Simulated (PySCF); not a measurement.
**Excitation energy of As by level of theory**

As [Ar] 3d10 4s2 4p3 (4S) → As [Ar] 3d10 4s1 4p4 (4P), as a difference of total energies. Computed with PySCF 2.14 in aug-cc-pwCVTZ-PP with ECP10MDF, with scalar relativity through the core potential. Correlated levels: valence: 3s2 3p6 3d10 frozen; valence and next inner shell: nothing frozen outside the core potential. The calculations carry no spin-orbit coupling.

```json
{"method": "UHF", "excitation energy (eV)": "8.563"}
{"method": "LDA", "excitation energy (eV)": "9.292"}
{"method": "PBE", "excitation energy (eV)": "9.101"}
{"method": "r2SCAN", "excitation energy (eV)": "8.825"}
{"method": "M06-L", "excitation energy (eV)": "9.077"}
{"method": "wB97X-V", "excitation energy (eV)": "9.133"}
{"method": "PBEsol", "excitation energy (eV)": "9.092"}
{"method": "MP2 (valence)", "excitation energy (eV)": "8.681"}
{"method": "SCS-MP2 (valence)", "excitation energy (eV)": "8.703"}
{"method": "MP2 (valence and next inner shell)", "excitation energy (eV)": "9.062"}
{"method": "SCS-MP2 (valence and next inner shell)", "excitation energy (eV)": "9.007"}
```

Q: Estimate what B2PLYP gives.

A: 8.943 eV, closest to SCS-MP2 (valence and next inner shell) among the rows shown.

Q: Estimate what PBE0 gives.

A: 9.031 eV, closest to SCS-MP2 (valence and next inner shell) among the rows shown.
